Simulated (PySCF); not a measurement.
## TlI: energy against distance

Set-up: PySCF, scalar-relativistic core potentials, basis sets Tl cc-pVDZ-PP with ECP60, I cc-pVDZ-PP with ECP28. Energies in eV from Tl + I in their ground configurations at the same level. State: ¹Σ⁺ (singlet), closed shell.

All columns are PBE. A positive dipole means Tl(−)I(+).

```json
{"R (Å)": "2.473", "E (eV)": "-2.790", "μ (D)": "-1.63", "Mulliken charge on Tl (basis-dependent)": "0.21", "HOMO (eV)": "-5.72", "LUMO (eV)": "-2.12", "Mayer bond order": "1.31", "⟨S²⟩": "0.00"}
{"R (Å)": "2.587", "E (eV)": "-3.277", "μ (D)": "-2.38", "Mulliken charge on Tl (basis-dependent)": "0.26", "HOMO (eV)": "-5.85", "LUMO (eV)": "-2.24", "Mayer bond order": "1.24", "⟨S²⟩": "0.00"}
{"R (Å)": "2.703", "E (eV)": "-3.542", "μ (D)": "-3.12", "Mulliken charge on Tl (basis-dependent)": "0.30", "HOMO (eV)": "-5.93", "LUMO (eV)": "-2.36", "Mayer bond order": "1.18", "⟨S²⟩": "0.00"}
{"R (Å)": "2.789", "E (eV)": "-3.638", "μ (D)": "-3.65", "Mulliken charge on Tl (basis-dependent)": "0.33", "HOMO (eV)": "-5.91", "LUMO (eV)": "-2.45", "Mayer bond order": "1.14", "⟨S²⟩": "0.00"}
{"R (Å)": "2.875", "E (eV)": "-3.670", "μ (D)": "-4.18", "Mulliken charge on Tl (basis-dependent)": "0.35", "HOMO (eV)": "-5.76", "LUMO (eV)": "-2.54", "Mayer bond order": "1.11", "⟨S²⟩": "0.00"}
{"R (Å)": "2.961", "E (eV)": "-3.655", "μ (D)": "-4.68", "Mulliken charge on Tl (basis-dependent)": "0.37", "HOMO (eV)": "-5.62", "LUMO (eV)": "-2.63", "Mayer bond order": "1.07", "⟨S²⟩": "0.00"}
{"R (Å)": "3.076", "E (eV)": "-3.581", "μ (D)": "-5.34", "Mulliken charge on Tl (basis-dependent)": "0.40", "HOMO (eV)": "-5.44", "LUMO (eV)": "-2.75", "Mayer bond order": "1.04", "⟨S²⟩": "0.00"}
{"R (Å)": "3.220", "E (eV)": "-3.435", "μ (D)": "-6.12", "Mulliken charge on Tl (basis-dependent)": "0.42", "HOMO (eV)": "-5.24", "LUMO (eV)": "-2.89", "Mayer bond order": "1.00", "⟨S²⟩": "0.00"}
{"R (Å)": "3.393", "E (eV)": "-3.215", "μ (D)": "-6.99", "Mulliken charge on Tl (basis-dependent)": "0.45", "HOMO (eV)": "-5.04", "LUMO (eV)": "-3.05", "Mayer bond order": "0.96", "⟨S²⟩": "0.00"}
{"R (Å)": "3.623", "E (eV)": "-2.897", "μ (D)": "-8.05", "Mulliken charge on Tl (basis-dependent)": "0.47", "HOMO (eV)": "-4.80", "LUMO (eV)": "-3.24", "Mayer bond order": "0.92", "⟨S²⟩": "0.00"}
```

A fit through these points gives, at Re = 2.886 Å, μ = -4.24 D and dμ/dR = -5.96 D/Å; the reduced mass is 78.38 u.

Problem. How strong is the fundamental in the double-harmonic approximation, I = 42.26·(dμ/dR)²/μred km/mol?

Solution. I = 42.26·(-5.96)²/78.38 = 19.2 km/mol at PBE.

These are scalar-relativistic numbers at best; spin–orbit coupling would shift them, the dissociation energy most.
